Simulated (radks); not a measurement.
Task: Neutral lithium, [He] 2s1. Method: non-relativistic Kohn-Sham, exchange-only PBE, spin-polarised, spherical densities, point nucleus; computed with a radial shooting solver on a logarithmic mesh with Libxc functionals. Every spin shell is full or empty, so the densities are truly spherical. Functionals are evaluated on that one density, not self-consistently. Rank these exchange functionals by their error against the exact value of the orbitals, and give that value: LDA, B88, PBEsol, PW91, OPTX, WC, B86b, EV93, APBE, TPSS, SCAN, MS2, Tao-Mo, MVS.

Result: Exact: -1.76643 hartree. From best to worst, with 100 (|E| - |E exact|)/|E exact| (equal figures are ties): B88 -0.07, OPTX +0.11, B86b -0.13, MVS +0.14, SCAN +0.18, TPSS +0.49, APBE +0.55, MS2 +0.65, Tao-Mo +0.66, PW91 -0.73, WC -3.16, EV93 +4.95, PBEsol -5.49, LDA -13.49.
